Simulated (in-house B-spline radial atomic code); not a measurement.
Checks on a self-consistent run for Sm⁶⁺, [Kr] 4d10 (4f5/2)1 (4f7/2)2 5s2 (5p1/2)1 (5p3/2)3 (5d3/2)1. Method: Dirac-Hartree-Fock, average of the jj configuration, Fermi nucleus of rms radius 5.0819 fm. Calculated with a B-spline radial code for spherical atoms.

```
orbital  q       ε (Eh)     <1/r>        <r²>  small-component weight
  1s1/2  2  -1734.77380   68.8099  0.00070467                0.053121
  2s1/2  2   -290.74135   16.3709   0.0110339                0.011695
  2p1/2  2   -275.05845   16.3086  0.00807017                0.011695
  2p3/2  4   -252.84609   14.5489  0.00930659                0.010901
  3s1/2  2    -68.44529   5.96861   0.0736222               0.0036883
  3p1/2  2    -61.67416   5.87037   0.0690402               0.0036154
  3p3/2  4    -57.09186   5.43117   0.0760857               0.0034005
  3d3/2  4    -45.50910   5.29061   0.0612619                0.003261
  3d5/2  6    -44.53444   5.17889   0.0632872               0.0031961
  4s1/2  2    -17.29046   2.48215    0.372157               0.0011516
  4p1/2  2    -14.58594   2.37426    0.394013               0.0010773
  4p3/2  4    -13.56746   2.23736    0.429237               0.0010125
  4d3/2  4     -9.04342   2.02813    0.488893              0.00085951
  4d5/2  6     -8.87985   1.99123    0.503614              0.00083898
  4f5/2  1     -3.88802   1.59658    0.721733              0.00056271
  4f7/2  2     -3.87276   1.58729      0.7269              0.00055772
  5s1/2  2     -4.81549    1.0222     1.88488              0.00028505
  5p1/2  1     -4.02124  0.942469     2.18983              0.00025041
  5p3/2  3     -3.76776  0.899646     2.36272              0.00023556
  5d3/2  1     -2.56587  0.724635     3.51819              0.00016048
```

Electron-electron repulsion V_ee = 3622.7915 hartree.

**Question.** What total energy follows from the eigenvalues?

**Answer.** The eigenvalues count the repulsion twice, so E = Σqε - V_ee = -6797.011 - 3622.792 = -10419.803 hartree; the run printed -10419.803.

**Question.** Does the Dirac virial theorem hold?

**Answer.** For a point nucleus E = -2c²Σq·w, with w the small-component weight. Here Σq·w = 0.2774 and c = 137.0360, so the ratio E/(-2c²Σq·w) is 1.000117; the finite nucleus accounts for the departure from 1.

**Question.** What diamagnetic shielding (Lamb formula) and susceptibility (Langevin formula) do the radii give?

**Answer.** σ = (α²/3)Σq<1/r> = 408.717/(3·137.036²) = 7254.9 ppm, and χ = -0.79199×10⁻⁶·Σq<r²> = -22.38×10⁻⁶ cm³/mol with Σq<r²> = 28.259 bohr². Both are non-relativistic formulas without the paramagnetism of open shells; for so heavy an element the full relativistic shielding is larger by tens of per cent.
